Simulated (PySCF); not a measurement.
Delta-SCF ions had no search for a lower state. Excitations are Tamm–Dancoff values on a coarser integration grid. The basis has no diffuse functions, so Rydberg states are missing or too high.

Cartesian coordinates (Å):
```xyz
11

C     -1.6885    -0.4132     0.4120
O     -0.3147    -0.8101     0.3711
C      0.5626     0.1773     0.0931
N      0.1825     1.3799    -0.0797
N      1.8291    -0.3601    -0.0109
H     -2.2429    -1.3238     0.6307
H     -1.9923     0.0074    -0.5476
H     -1.8472     0.3358     1.1890
H      0.9700     1.9846    -0.2959
H      1.9516    -1.2606     0.4263
H      2.5897     0.2826     0.1331
```
Charge 0, multiplicity 1.

### Question
Estimate the dipole moment, HOMO–LUMO gap, T1 excitation (TDA), vertical ionisation energy (Delta-SCF), brightest of the four lowest singlets (TDA), total energy, S1 oscillator strength and S1–T1 gap (TDA) that r2SCAN-D4/def2-TZVP in PySCF returns for this input.

### Answer

- dipole moment = 2.13 D
- HOMO–LUMO gap = 6.68 eV
- T1 excitation (TDA) = 5.69 eV
- vertical ionisation energy (Delta-SCF) = 9.14 eV
- brightest of the four lowest singlets (TDA) = 7.89 eV
- total energy = -264.5117 Ha
- S1 oscillator strength = 0.004
- S1–T1 gap (TDA) = 1.13 eV
